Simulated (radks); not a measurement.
Si2+, 12 electrons, occupied as [Ne] 3s2 (the NIST ground configuration).

All-electron calculation, scalar-relativistic Kohn-Sham, r2SCAN, spin-polarised, spherical densities, finite nucleus; meta-GGA in the generalised Kohn-Sham scheme; Fermi nuclear charge, rms radius 3.1224 fm. Program: a radial shooting solver on a logarithmic mesh with Libxc functionals.

Energy parts (Ry):
total: -578.15334
kinetic: 579.68851
electron-nucleus: -1361.87546
Hartree: 244.55877
exchange-correlation: -40.52516

Orbitals (lengths in bohr, moments of r in powers of bohr):
| orbital | occ. | eigenvalue (Ry) | <r^4> | <r^2> |
|---|---|---|---|---|
| 1s | 2 | -133.7060 | 0.0007228 | 0.01668 |
| 2s | 2 | -12.11566 | 0.2677 | 0.3808 |
| 2p | 6 | -8.74869 | 0.2890 | 0.3606 |
| 3s | 2 | -2.11077 | 30.46 | 4.405 |
| 3p | 0 | -1.48886 | 51.01 | 5.638 |

The highest occupied level is 3s at -28.718 eV. The electron density at the nucleus is 1913 e/bohr^3 (large components only).
